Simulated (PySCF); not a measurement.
Level of theory: PySCF, delta-SCF UKS SCAN, pcX-2 on the ionised atom, pcseg-1 elsewhere, spin-free X2C. Geometries: PBE0-D3(BJ)/def2-SVP; isolated species, one conformer each. Kα1 is taken as the energy difference of the 1s-hole and 2p3/2-hole states at the ground state's geometry. For 2p shells one spin-free hole was relaxed; a mean-field spin–orbit operator and the ground-state splitting of the three 2p orbitals were then diagonalised within the shell. The shell's mean is (2 × 2p3/2 + 2p1/2)/3, and the degeneracies 2j + 1 give areas of 2:1.

| site | Si 2p3/2 (eV) |
| --- | --- |
| silicon in `F[SiH](F)F` | 110.76 |
| silicon in `[SiH3]NC` | 106.89 |
| silicon in H6O3Si3 | 108.25 |

What are the Si 1s binding energies, and the Kα1 emission energies that follow?

```
                   site    bonded to  1s (eV)  2p3/2 (eV)  Kα1 = 1s − 2p3/2 (eV)
  silicon in `[SiH3]NC`    N and 3 H  1846.75      106.89                1739.86
     silicon in H6O3Si3  2 O and 2 H  1848.33      108.25                1740.08
silicon in `F[SiH](F)F`    3 F and H  1851.09      110.76                1740.33
```

Ranges: 1s 4.34 eV, 2p3/2 3.87 eV, Kα1 0.47 eV. A straight-line fit of 1s on 2p3/2 has slope 1.12.
